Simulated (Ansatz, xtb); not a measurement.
Species: phosphorus nitride, PN (charge 0, singlet). SMILES: N#P
Coordinates optimised at B3LYP-D3(BJ)/def2-TZVP (Ansatz, an electronic-structure program):
```xyz
2

N      0.0000     0.0000    -1.0110
P      0.0000     0.0000     0.4718
```
Charge 0, spin multiplicity 1.

Harmonic wavenumbers from GFN2-xTB (xtb, at its own minimum), cm⁻¹: 1593.

Q: Give the harmonic wavenumbers at B3LYP-D3(BJ)/def2-TZVP (Ansatz, finite differences of forces, unscaled).

A: 1404 cm⁻¹. Zero-point energy 2.0 kcal/mol.

Q: From these and the geometry, give the ideal-gas thermochemistry at 298.15 K and 1 atm (rigid rotor, harmonic oscillator).

A: Point group C∞v, rotational symmetry number 1. Rotational constants 23.83, 23.83 GHz. S(trans) 37.34, S(rot) 13.04, S(vib) 0.02, S(elec, spin only) 0.00, S 50.4 cal/(mol K). H(298) - H(0) 2.08 kcal/mol; G - E(el) -10.9 kcal/mol. Tabulated S at 1 bar: 50.5 cal/(mol K) (CRC Handbook, as tabulated in the package chemicals).
